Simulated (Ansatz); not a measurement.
C$_{2}$H$_{4}$AlNO (`N=[C]1C[O][AlH]1`) at its PBE0-D4/def2-TZVP geometry, where that method's forces vanish. The species carries charge 0 and has multiplicity 1.

```xyz
9

N     1.8267    0.4169   -0.4623
C     0.6728    0.1449   -0.0396
C    -0.5467   -0.0536   -0.9432
O    -1.6075   -0.3384   -0.0230
Al   -0.6471   -0.2291    1.4019
H     2.4962    0.5084    0.3009
H    -0.7634    0.8518   -1.5212
H    -0.3953   -0.8894   -1.6356
H    -1.0356   -0.4114    2.9221
```

Question: What forces (eV/Å) does PBE-D4/def2-TZVPP give on these atoms in Ansatz? (Best estimate.)

Answer: Ansatz gave: 
```
N1   0.490  0.136 -0.484
C2  -0.328 -0.081  0.170
C3   0.165  0.044 -0.132
O4  -0.718 -0.147 -0.078
Al5  0.195  0.012  0.441
H6   0.270  0.041  0.247
H7  -0.040  0.198 -0.145
H8   0.039 -0.178 -0.170
H9  -0.074 -0.026  0.151
```
